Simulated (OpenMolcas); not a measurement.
# 4s2 4p2 along the 32-electron sequence

```json
{
  "Program": "OpenMolcas 26.06",
  "Method": "CASSCF",
  "Basis": "ANO-R2",
  "Scalar Hamiltonian": "X2C, finite nucleus",
  "Spin-orbit coupling": "RASSI with atomic mean-field integrals over the reference wave functions, term energies averaged over their components"
}
```

Active space for each ion: 4 electrons in 8 orbitals (4s 4p 5s 5p).

Computed levels in cm-1 above 3P0:

```
                               Level     Ge    As+   Se2+   Br3+   Kr4+
                                 3P1    460    894   1505   2291   3324
                                 3P2   1189   2189   3524   5112   7059
                                 1D2   9042  11781  15280  18416  21803
                                 1S0  16003  20933  26711  31903  37212
weight of 3P in the lowest level (%)    100     99     99     98     97
```

Measured, with the error of the calculation in %. Measured levels: Ge, As+ from NIST Handbook of Basic Atomic Spectroscopic Data; Se2+ from Moore, Atomic Energy Levels, vol. II, NSRDS-NBS 35 (1971 reprint of NBS Circular 467, 1952); Kr4+ from Saloman, J. Phys. Chem. Ref. Data 36, 215 (2007).

```csv
Level,Ge,As+,Se2+,Kr4+
3P1,557 (-17.3),1063 (-15.9),1741 (-13.5),3743 (-11.2)
3P2,1410 (-15.7),2541 (-13.9),3937 (-10.5),7595 (-7.1)
1D2,7125 (+26.9),10096 (+16.7),13032 (+17.3),19723 (+10.5)
1S0,16367 (-2.2),22599 (-7.4),,39204 (-5.1)
```

The fine-structure level 3P2 changes by a factor of 5.94 from Ge to Kr4+. Its fourth root runs 5.87, 6.84, 7.70, 8.46, 9.17, with steps per unit of Z of 0.97, 0.86, 0.75, 0.71; equal steps would mean a (Z - σ)^4 law with constant σ.

1D2 changes by a factor of 2.41 over the same range, with steps per unit of Z of +2740, +3500, +3140, +3390 cm-1.

Without dynamic correlation excited terms often stand tens of per cent too high (terms of higher spin than the ground term too low), and those without a measured partner can miss by more than the paired ones (holds for Ge; As+). Active for correlation alone: 5p 5s; no level in the range computed is led by a configuration that fills them, so any true level of that kind is missing (holds for Ge; Se2+; Br3+; Kr4+). Terms from blocks run as CI alone lack orbitals of their own (holds for As+). The run also gave levels led by 4s 4p2 5s, 4s2 4p 5p, which use shells meant for correlation; these and all levels above them are left out (holds for As+). Measured partners are found by configuration, term and J. A level has none where our copy of the source lacks it or the pairing is in doubt (some pairs that miss far off the trend of their configuration count as doubtful), and it then counts in no deviation. Levels of configurations outside the active space are missing.
